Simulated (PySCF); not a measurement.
## How methods differ on the fine-structure interval of Al

Al [Ne] 3s2 3p1 [3p1/2^1, M_J = 1/2] → Al [Ne] 3s2 3p1 [3p3/2^1, M_J = 3/2], as a difference of total energies. All numbers are calculated (PySCF 2.14, the two-component X2C-1e Hamiltonian, in an even-tempered Gaussian basis (20 s from 0.0085 bohr⁻², ratio 2.8; 14 p from 0.011 bohr⁻², ratio 2.8; 5 d from 0.25 bohr⁻², ratio 3)). Correlated levels: 1s2 frozen; the 50 highest virtual spinors dropped. "Screened" scales the spin-orbit matrix elements by Boettger's factors to mimic the two-electron term; Breit and QED terms are absent.

```json
{"method": "GHF (screened spin-orbit)", "fine-structure interval (cm⁻¹)": "832.95"}
{"method": "GMP2 (screened spin-orbit)", "fine-structure interval (cm⁻¹)": "111.60"}
{"method": "GHF (bare spin-orbit)", "fine-structure interval (cm⁻¹)": "854.20"}
```

GHF and GMP2 differ strongly here because the two determinants are spin-polarised to different degrees; the interval is a small difference of such terms.

For comparison: 112.06 cm⁻¹ (measured; NIST Handbook of Basic Atomic Spectroscopic Data (Sansonetti and Martin, J. Phys. Chem. Ref. Data 34, 1559 (2005))).
